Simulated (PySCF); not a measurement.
# C₆ coefficients of unlike pairs at TPSSh

Calculated with PySCF 2.14 from the dipole response of each species, C₆(A,B) = (3/π) ∫ α_A(iu) α_B(iu) du, in atomic units, from isotropic polarisabilities. For ions this is the dispersion term alone; charge-induced terms of lower order in 1/R come first.

```json
{"species": "Al", "configuration": "[Ne] 3s2 3p1 (2P)", "basis": "dyall-acv3z (19s12p6d4f)", "relativity": "none", "α (bohr³)": "60.37", "C₆ (like pair)": "543.3"}
{"species": "W³⁺", "configuration": "[Xe] 4f14 5d3 (4F)", "basis": "def2-TZVPPD with the def2 core potential (60 electrons) (6s5p3d2f1g)", "relativity": "core potential", "α (bohr³)": "7.324", "C₆ (like pair)": "36.88"}
{"species": "Mn⁺", "configuration": "[Ar] 3d5 4s1 (7S)", "basis": "aug-cc-pVQZ (9s8p6d4f3g2h)", "relativity": "none", "α (bohr³)": "31.34", "C₆ (like pair)": "167.9"}
```

**Question.** Estimate C₆ for Mn⁺ with W³⁺.

**Answer.** The integral gives 67.05. The combination rule 2 C_A C_B / (C_A α_B/α_A + C_B α_A/α_B) gives 62.83 and the geometric mean 78.68.

No spin-orbit coupling is included.

The other pairs:

| pair | C₆ |
| --- | --- |
| W³⁺, Al | 110.1 |
| Mn⁺, Al | 299.2 |
